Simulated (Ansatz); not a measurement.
`[AlH2][CH2]C[TeH]` + `C[SiH2]N` → `C[SiH2][NH][AlH2]` + `CC[TeH]`  (ligand exchange at the Al–C bond)

Gas-phase electronic energies from Ansatz, PBE0-D4/def2-TZVP geometries. CBS: MP2 limit from def2 TZ/QZ plus the TZ coupled-cluster correction, frozen cores. DFT in def2-TZVPP. def2 core potentials past Kr. For Te outer-core shells are correlated without core-valence functions, which leaves a few kJ/mol of doubt a bond. One conformer a species, not always the lowest.

`[AlH2][CH2]C[TeH]`:

Z-matrix (Å, degrees):
```
C
C 1 1.515
Al 1 1.966 2 114.8
H 1 1.099 2 111.0 3 -122.0
H 1 1.099 2 111.0 3 122.0
Te 2 2.168 1 110.5 3 180.0
H 2 1.089 1 112.2 3 61.1
H 2 1.089 1 112.2 3 -61.1
H 3 1.589 1 120.0 2 -0.0
H 3 1.588 1 119.5 2 180.0
H 6 1.660 2 95.0 1 -179.9
```

`C[SiH2]N`:

```xyz
10

C     0.270   -1.368    0.111
Si   -0.640    0.259   -0.051
N     0.333    1.677   -0.101
H    -0.437   -2.203    0.134
H     0.860   -1.401    1.031
H     0.950   -1.526   -0.731
H    -1.555    0.402    1.115
H    -1.430    0.231   -1.312
H     0.784    2.022    0.730
H     0.866    1.906   -0.924
```

`C[SiH2][NH][AlH2]`:

Cartesian coordinates in Å:
```
C 1.610 -0.654 -1.050
Si -0.208 -0.619 -0.627
N -0.680 0.830 0.194
Al -1.347 1.034 1.832
H 1.866 -1.582 -1.569
H 1.877 0.178 -1.707
H 2.224 -0.585 -0.149
H -0.983 -0.787 -1.891
H -0.545 -1.745 0.286
H -0.573 1.677 -0.350
H -1.705 2.505 2.299
H -1.537 -0.252 2.732
```

`CC[TeH]`:

Cartesian coordinates in Å:
```
C 0.765 -0.773 0.447
C -0.456 0.059 0.113
Te 0.030 1.493 -1.424
H 1.126 -1.326 -0.423
H 0.525 -1.503 1.226
H 1.585 -0.154 0.816
H -0.808 0.621 0.976
H -1.270 -0.557 -0.268
H -1.496 2.141 -1.463
```

| level | ΔE (kcal/mol) |
| --- | --- |
| PBE | -27.1 |
| PBE0 | -27.7 |
| SCS-MP2/def2-QZVPP | -30.0 |
| CCSD/CBS(def2) | -29.3 |

What does CCSD(T)/CBS give? (Estimate.)

Ansatz gave: -29.2 kcal/mol. The listed levels differ from it by 2.1, 1.5, -0.8, -0.1 kcal/mol.

Largest T1 diagnostic among the species: 0.011.

In def2-TZVPP, CCSD(T) changes the Hartree–Fock value by +1.0 kcal/mol (the triples alone add +0.1 kcal/mol) and MP2 by +0.9 kcal/mol.
